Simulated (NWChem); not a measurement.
LaF₃; SMILES [F][La]([F])[F]

```xyz
4

La     0.0000     0.0000     0.1933
F     -2.0790    -0.0214    -0.3062
F      1.0210     1.8111    -0.3062
F      1.0581    -1.7897    -0.3062
```
Atoms are numbered in this order, from 1.

Level: PBE0/def2-SVP with def2 effective core potentials on La (NWChem), optimised geometry, unscaled harmonic frequencies. def2 effective core potentials on La; no spin-orbit coupling.

**Question.** List the harmonic frequencies with IR intensities, and the thermochemistry.

**Answer.** 
| frequency (cm⁻¹) | IR intensity (km/mol) |
|---|---|
| 71 | 59.4 |
| 126 | 16.5 |
| 126 | 16.5 |
| 565 | 182.7 |
| 565 | 182.6 |
| 566 | 16.7 |

```
Quantity                                                                           Result
-----------------------------------------------------------------------  ----------------
zero-point energy                                                            2.9 kcal/mol
thermal correction to the enthalpy at 298.15 K (with zero-point energy)      7.0 kcal/mol
heat capacity Cv                                                         15.1 cal/(mol K)
entropy at 298.15 K and 1 atm (symmetry number 3)                        78.0 cal/(mol K)
```

Rigid rotor and harmonic oscillator; modes under 100 cm⁻¹ make the entropy uncertain.
